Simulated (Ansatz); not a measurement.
`C[N](C)[InH][Br]` + H₂ → `C[N](C)[InH2]` + HBr at 400 K and 1 bar (hydrogenolysis of the In–Br bond).

Gas-phase electronic energies from Ansatz, PBE0-D4/def2-TZVP geometries. CCSD(T)/CBS adds triple-zeta CCSD(T) − MP2 to the extrapolated MP2 energy (def2 sets, frozen cores). This one scheme is used for every species. def2 core potentials past Kr. For Br, In outer-core shells are correlated without core-valence functions, which leaves a few kJ/mol of doubt a bond. Scalar relativity is left out up to krypton. Each species was taken in one conformer, which may not be the lowest.

| species | CCSD(T)/CBS energy (Eh) | H − E (kJ/mol) | S (J/(mol·K)) |
| --- | --- | --- | --- |
| `C[N](C)[InH][Br]` | -2898.19389 | 269.6 | 432.2 |
| H₂ | -1.17544 | 38.0 | 139.0 |
| `C[N](C)[InH2]` | -325.40049 | 277.8 | 372.8 |
| HBr | -2573.91920 | 27.6 | 207.2 |

H − E and S are ideal-gas, rigid-rotor, harmonic terms from PBE0-D4/def2-TZVP, for one conformer and one mirror image of each species. The MP2-based limit puts H₂ 0.8 mEh under its directly extrapolated value; such offsets cancel only in part. 1 Eh = 2625.50 kJ/mol, R = 8.31446 J/(mol·K).

Question: By hand: ΔE, ΔH, ΔS and ΔG.

Answer: ΔE = (-325.40049) + (-2573.91920) − (-2898.19389) − (-1.17544) = 0.04964 Eh = 130.3 kJ/mol. Δ(H − E) = 277.8 + 27.6 − 269.6 − 38.0 = -2.2, so ΔH = 128.1 kJ/mol. ΔS = 372.8 + 207.2 − 432.2 − 139.0 = 8.8 J/(mol·K). ΔG = 128.1 − 400 × (8.8)/1000 = 124.6 kJ/mol.

Question: By hand: the equilibrium constant, and the temperature at which ΔG would vanish if ΔH and ΔS stayed fixed.

Answer: log₁₀ K = −ΔG/(RT ln 10) = -16.3. ΔG = 0 at ΔH/ΔS = 14557 K, far beyond where these terms or the molecules hold.

The number of gas molecules stays the same, so ΔS is small and ΔH decides. A doubt of 5 kJ/mol in ΔE shifts log₁₀ K by 0.7 here. Other conformers and mirror images would add mixing entropy, several J/(mol·K) or more a flexible species. These are equilibria of isolated gas molecules and say nothing of rates. Largest T1 diagnostic: 0.017 (customary marks: 0.02 for closed shells, 0.045 for open ones).
